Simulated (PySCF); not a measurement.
Isomers of C6H5F, mass 96.038 u with the commonest isotopes. Method: PBE0-D3(BJ)/def2-SVP geometry optimisation, gas phase in PySCF 2.14.0. One conformer each, none proved a minimum here; rigid rotors.

Question: Order these by rotational constant C, smallest first.
A. `C=CC#C/C=C\F`
B. `CC#CC1(F)C=C1`
C. `C=C=CC#CCF`

Answer: C (802.7 MHz), A (987.2 MHz), B (1287 MHz).

Question: Order these by dipole moment, largest first.
A. `C=C=CC#CCF`
B. `C(/C#CC=C)=C/F`
C. `CC#CC1(F)C=C1`

Answer: C (2.38 D), A (2.24 D), B (0.99 D).

Question: Order these by out-of-plane moment Σ m c² = (Ia + Ib − Ic)/2, smallest first.
A. `C(=C/F)/C#CC=C`
B. `C=C=CC#CCF`
C. `CC#CC1(F)C=C1`

Answer: A (0.00 u·Å²), B (3.37 u·Å²), C (16.98 u·Å²).

```tsv
SMILES	point group	Ia (u·Å²)	Ib (u·Å²)	Ic (u·Å²)	κ	μa (D)	μb (D)	μc (D)
C=C=CC#CCF	Cs	33.53	602.84	629.62	-1.00	1.81	1.33	0.01
CC#CC1(F)C=C1	–	79.63	346.96	392.63	-0.93	0.72	2.27	0.01
C=CC#C/C=C\F	Cs	71.97	439.95	511.91	-0.95	0.47	0.87	0.00
```
